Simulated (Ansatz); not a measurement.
Ansatz (a first-principles code) input (B2PLYP/def2-TZVPD):

Ansatz 0.2 input:
```yaml
crystal:
  periodic: [false, false, false]
  atoms:
    - {symbol: C, position_ang: [-2.18492120, -0.20972947, -0.81938250]}
    - {symbol: O, position_ang: [-1.14382587, 0.34345488, -0.04173121]}
    - {symbol: Al, position_ang: [0.47964942, 0.06175747, 0.19330338]}
    - {symbol: F, position_ang: [1.32295030, 0.99909693, 1.24119205]}
    - {symbol: F, position_ang: [1.28203860, -1.13696295, -0.59568469]}
    - {symbol: H, position_ang: [-2.59644756, 0.55945416, -1.47661235]}
    - {symbol: H, position_ang: [-2.98173761, -0.56392744, -0.16167749]}
    - {symbol: H, position_ang: [-1.84202314, -1.04684188, -1.43407567]}
basis:
  gaussian:
    orbitals: def2-TZVPD
hamiltonian:
  xc: {name: B2PLYP}
magnetization: {spin_polarized: true, initial_magnetization: 2}
correlation: {electrons: outside_noble_gas}
```

End of the output:

```
0.34 GiB of the device are held for the grids
1.24 GiB of device memory are held for the factors and their scratch space
mean field: 1.90 GiB planned
mean field evaluation 1: about -15144.2179 eV, gradient 4.0e1 eV
mean field evaluation 2: about -15144.3029 eV, gradient 4.0e1 eV
mean field evaluation 4: about -15150.0346 eV, gradient 3.7e0 eV
mean field evaluation 8: about -15150.2175 eV, gradient 1.0e0 eV
mean field evaluation 16: about -15150.2340 eV, gradient 2.1e-3 eV
mean field evaluation 32: about -15149.9557 eV, gradient 5.9e0 eV
mean field evaluation 64: about -15150.2328 eV, gradient 1.2e-1 eV
mean field -15150.23402329 eV, -556.7608311584 hartree, gradient 5.3e-6 eV, S^2 2.007028; 6 other end points of the search recorded, 0 dependent functions left out
9 core orbitals not correlated
reference -15150.23419937 eV, -556.7608376293 hartree; 16, 14 occupied and 202, 204 virtual orbitals, 1495 factors
second order -30.85201587 eV of doubles, -0.00000000 eV of singles
Total energy: -15158.56424366 eV, -557.0669611105 hartree
```

This state (charge 0, triplet) is run at the relaxed geometry of the species with charge 0 and multiplicity 1, and is a spin state other than that species' own.
